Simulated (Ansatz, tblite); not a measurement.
Forces on Ta₂O₅⁺ at its PBE-D4/def2-SVP geometry. The state is a doublet with charge 1.

In the def2 sets Ta takes a core potential; there is no spin–orbit coupling. The xTB rows come from tblite. The structure comes from a short search, and lower isomers may exist.

GFN1-xTB (tblite), largest force 4.23 eV/Å:

```xyz
7
positions Å, forces eV/Å
Ta    1.067    0.083    0.142   -0.602   -0.326   -0.424
Ta   -1.892    0.234    0.224    3.996   -0.934   -1.022
O    -0.474    1.191   -0.552   -0.282   -0.568    0.986
O     2.185    0.933    1.238   -1.123   -0.601   -0.785
O     2.068   -0.883   -1.022   -1.268    1.028    1.228
O    -0.530   -0.781    1.027   -0.231    1.098   -0.341
O    -2.425   -0.777   -1.056   -0.490    0.303    0.358
```

GFN2-xTB (tblite), largest force 1.64 eV/Å:

```
Ta -0.510 -0.142 -0.195
Ta 1.540 0.322 0.456
O 0.176 0.598 -0.118
O -0.265 -0.215 -0.274
O -0.290 0.370 0.446
O 0.153 -0.249 0.568
O -0.804 -0.683 -0.883
```

PBE-D4/def2-TZVP (Ansatz), largest force 0.51 eV/Å:

```
Ta -0.223 0.041 0.043
Ta 0.454 -0.155 -0.177
O -0.013 -0.012 0.031
O -0.066 -0.050 -0.059
O -0.077 0.058 0.064
O -0.008 0.037 0.004
O -0.068 0.080 0.094
```
